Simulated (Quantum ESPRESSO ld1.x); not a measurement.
Problem. The cobalt ion Co11+, configuration [Ne] 3s2 3p4. Method: Dirac Kohn-Sham, relativistic LDA (MacDonald-Vosko exchange, VWN5 correlation), spin-unpolarised, spherical densities, point nucleus; open shells are shared between the two j in proportion to 2j + 1; computed with ld1.x of Quantum ESPRESSO 7.5.

Spin-orbit splittings of the eigenvalues, e(l+1/2) - e(l-1/2), with zeta = 2 splitting/(2l+1) and mean radii in bohr:

shell  occ.  splitting (eV)  zeta (eV)  <r> j=l-1/2  <r> j=l+1/2
2p        6           14.84      9.895       0.2219       0.2250
3p        4           2.702      1.801       0.6827       0.6882
3d        0          0.4517     0.1807       0.6500       0.6515
4p        0               ?          ?        1.440        1.448

Estimate the 4p splitting.

Solution. 0.8538 eV (zeta = 0.5692 eV).
